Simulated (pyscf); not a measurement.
# `[O]=[SiH]`, doublet

Gas-phase minimum from PySCF at ωB97X-D3(BJ)/def2-SVP, one conformer. 

```xyz
3

O      0.9262     1.9416     0.3220
Si     1.0190     0.6346    -0.4822
H      0.1451    -0.5529    -0.0683
```
Charge 0, spin multiplicity 2.

Bonds (Å): O1–Si2 1.537, Si2–H3 1.531. Bond angles (°): O1–Si2–H3 118.9.

Properties at ωB97X-D3(BJ)/def2-SVP:

| Quantity | Value |
|---|---|
| Harmonic wavenumbers, unscaled | 638, 1200, 1971 cm⁻¹ |
| Zero-point energy | 5.4 kcal/mol |
| Rotational symmetry number | 1 |
| Entropy of this conformer at 298 K and 1 atm, rigid rotor and harmonic oscillator, modes under 100 cm⁻¹ raised to 100 | 241.7 J/(mol K) |
| Dipole moment | 3.12 D |
| Spin expectation value S2 | 0.758 |

Single-point totals, which compare only within one level (frozen core for MP2 and CC):

```json
[
 {"level": "ωB97X-D3(BJ)/def2-TZVP", "total energy (hartree)": "-365.32966"},
 {"level": "PBE/def2-TZVP", "total energy (hartree)": "-365.08839"},
 {"level": "r²SCAN/def2-TZVP", "total energy (hartree)": "-365.24826"},
 {"level": "B3LYP-D3(BJ)/def2-TZVP", "total energy (hartree)": "-365.33516"},
 {"level": "PBE0-D3(BJ)/def2-TZVP", "total energy (hartree)": "-365.10455"},
 {"level": "M06-2X/def2-TZVP", "total energy (hartree)": "-365.25457"},
 {"level": "ωB97M-D3(BJ)/def2-TZVP", "total energy (hartree)": "-365.36487"},
 {"level": "UHF/def2-TZVPP", "total energy (hartree)": "-364.37072"},
 {"level": "MP2/def2-TZVPP", "total energy (hartree)": "-364.71004"},
 {"level": "CCSD/def2-TZVPP", "total energy (hartree)": "-364.71673"},
 {"level": "CCSD(T)/def2-TZVPP", "total energy (hartree)": "-364.73417"}
]
```

The CCSD(T) − MP2 part came from Ansatz, without density fitting, on the same reference.
